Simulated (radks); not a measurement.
Species: Au V. Configuration: [Xe] 4f14 5d(up 3.5, down 3.5) (fractional occupations, a model configuration). Calculated with a radial shooting solver on a logarithmic mesh with Libxc functionals: scalar-relativistic Kohn-Sham, PBE, spin-polarised, spherical densities, finite nucleus; Fermi nuclear charge, rms radius 5.4371 fm.

Unscreened Slater integrals over Kohn-Sham orbitals (eV). They are taken over the spin-up orbitals.

F0(5d,5d): 17.756
F2(5d,5d): 9.3639
F4(5d,5d): 6.2623
F0(5d,5p): 19.880
F2(5d,5p): 10.046
G1(5d,5p): 12.179
G3(5d,5p): 7.5848
F0(5d,4f): 22.757
F2(5d,4f): 5.5171
F4(5d,4f): 2.5979
G1(5d,4f): 1.7833
G3(5d,4f): 1.7074
G5(5d,4f): 1.3743
F0(5d,5s): 20.693
G2(5d,5s): 8.0944
F0(5p,5p): 23.212
F2(5p,5p): 12.550
F0(5p,4f): 28.555
F2(5p,4f): 8.9095
G2(5p,4f): 3.3536
G4(5p,4f): 2.8532
F0(5p,5s): 24.667
G1(5p,5s): 16.489
F0(4f,4f): 49.995
F2(4f,4f): 24.855
F4(4f,4f): 15.833
F6(4f,4f): 11.461
F0(4f,5s): 31.862
G3(4f,5s): 4.3423
F0(5s,5s): 26.535

Derived for the open shells (J is the average intra-shell exchange parameter used in DFT+U). 5d: Racah B = F2/49 - 5 F4/441 = 0.1201 eV, C = 35 F4/441 = 0.4970 eV, C/B = 4.14, F4/F2 = 0.669, J = (F2 + F4)/14 = 1.116 eV.
